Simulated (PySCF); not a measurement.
## LDA on N³⁺ (nitrogen, charge +3)

Configuration: [He] 2s2, closed-shell 1S. Computed with PySCF 2.14 in ANO-RCC-VTZP, with scalar relativity by spin-free X2C-1e.

| Property | Result |
| --- | --- |
| Total energy | -50.7478 hartree |
| One-electron energy | -60.4062 hartree |
| Hartree (Coulomb) energy | 14.4155 hartree |
| Exchange-correlation energy | -4.7571 hartree |
| ⟨S²⟩ | 0.0000 |
| ⟨L²⟩ | 0.000 |
| Sum of ⟨r⟩ | 2.681 bohr |
| Sum of ⟨r²⟩ | 3.051 bohr² |
| Langevin diamagnetic susceptibility | -2.42 ×10⁻⁶ cm³/mol |

```json
{"shell": "1s", "electrons": "2", "mean orbital energy (hartree)": "-16.43565", "rms radius, mean of both spins (bohr)": "0.267"}
{"shell": "2s", "electrons": "2", "mean orbital energy (hartree)": "-2.49086", "rms radius, mean of both spins (bohr)": "1.21"}
```
